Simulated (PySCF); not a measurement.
ethenoxy(silyl)silane (C2H8OSi2), SMILES O(C=C)[SiH2][SiH3].

Coordinates come from a PBE0-D3(BJ)/def2-SVP optimisation. Other conformers were not sampled.

Level of theory: PBE0-D3(BJ)/def2-SVP in PySCF.

Frequencies are harmonic and unscaled.

### Question
Give all harmonic wavenumbers and intensities. (Estimate from the structure and the level; the computed values follow.)

### Answer

```csv
mode,ν (cm⁻¹),IR (km/mol),Raman (Å⁴/amu),depolarisation,moving atoms (share of kinetic energy)
1,53,0.1,1.5,0.73,"H 48 %, C 24 %, Si 24 %"
2,102,0.4,5.3,0.72,"H 50 %, C 33 %, Si 15 %"
3,113,0.5,1.6,0.75,"H 56 %, Si 18 %, C 13 %, O 12 %"
4,166,2.7,2.9,0.65,"H 34 %, C 31 %, O 22 %, Si 12 %"
5,217,11.3,0.8,0.74,"O 36 %, H 27 %, Si 27 %, C 10 %"
6,378,19.3,0.4,0.73,H 94 %
7,416,4.9,17.7,0.23,"Si 73 %, H 24 %"
8,508,10.7,8.6,0.54,"H 65 %, Si 21 %, C 10 %"
9,539,17.5,2.8,0.63,"H 52 %, C 22 %, O 16 %, Si 10 %"
10,611,1.4,7.5,0.72,"H 74 %, Si 20 %"
11,719,25.1,5.0,0.47,"H 50 %, C 23 %, O 13 %, Si 13 %"
12,734,13.6,10.2,0.62,"H 48 %, O 21 %, C 17 %, Si 14 %"
13,750,25.9,14.7,0.63,"H 73 %, O 19 %"
14,816,315.5,1.9,0.57,"H 87 %, Si 10 %"
15,848,153.7,1.5,0.67,"H 72 %, C 27 %"
16,888,40.9,12.5,0.68,"H 84 %, Si 14 %"
17,925,22.2,33.1,0.75,H 97 %
18,934,33.1,25.9,0.75,H 97 %
19,943,113.3,6.1,0.72,H 95 %
20,997,19.0,2.5,0.61,"H 81 %, C 17 %"
21,1002,34.4,5.0,0.68,"H 54 %, C 25 %, O 20 %"
22,1255,184.1,6.6,0.53,"C 48 %, O 28 %, H 24 %"
23,1349,56.1,8.5,0.40,"H 83 %, O 11 %"
24,1415,25.3,3.4,0.73,"H 79 %, C 18 %"
25,1719,158.4,20.7,0.12,"C 86 %, H 13 %"
26,2213,96.9,80.6,0.74,H 97 %
27,2219,52.7,287.4,0.08,H 97 %
28,2232,60.4,141.2,0.32,H 97 %
29,2240,79.5,93.2,0.66,H 96 %
30,2263,110.1,157.5,0.23,H 97 %
31,3176,11.6,54.3,0.20,H 94 %
32,3196,11.3,176.8,0.26,"H 91 %, C 9 %"
33,3287,3.9,66.2,0.47,"H 89 %, C 11 %"
```
